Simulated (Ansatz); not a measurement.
Reaction (cleavage of the Si–Si bond): `[SiH3][SiH]1[O][AlH]1` + `[NH2][SnH2][OH]` → `[OH][SnH2][NH][SiH3]` + `[O]1[AlH][SiH2]1`

Isolated molecules relaxed with PBE0-D4/def2-TZVP in Ansatz; ΔE leaves out vibrations. CCSD(T)/CBS is the MP2 limit (def2-TZVPP, def2-QZVPP) plus CCSD(T) − MP2 in def2-TZVPP, frozen cores. def2 core potentials past Kr. For Sn outer-core shells are correlated without core-valence functions, which leaves a few kJ/mol of doubt a bond. One conformer a species, not always the lowest.

```csv
species,MP2/CBS(def2) energy (Eh)
`[SiH3][SiH]1[O][AlH]1`,-898.29975
`[NH2][SnH2][OH]`,-346.88217
`[OH][SnH2][NH][SiH3]`,-637.16441
`[O]1[AlH][SiH2]1`,-608.04349
```

(1) Work out ΔE.

Largest T1 diagnostic among the species: 0.016.

## Answers

(1) ΔE = (-637.16441) + (-608.04349) − (-898.29975) − (-346.88217) = -0.02598 Eh = -16.3 kcal/mol. CCSD(T)/CBS gives -14.5 kcal/mol.

From PBE to PBE0 (25 % exact exchange), in def2-TZVPP and without D4, ΔE moves by −1.9 kcal/mol. In def2-TZVPP, CCSD(T) changes the Hartree–Fock value by +3.7 kcal/mol (the triples alone add +0.6 kcal/mol) and MP2 by +1.8 kcal/mol.
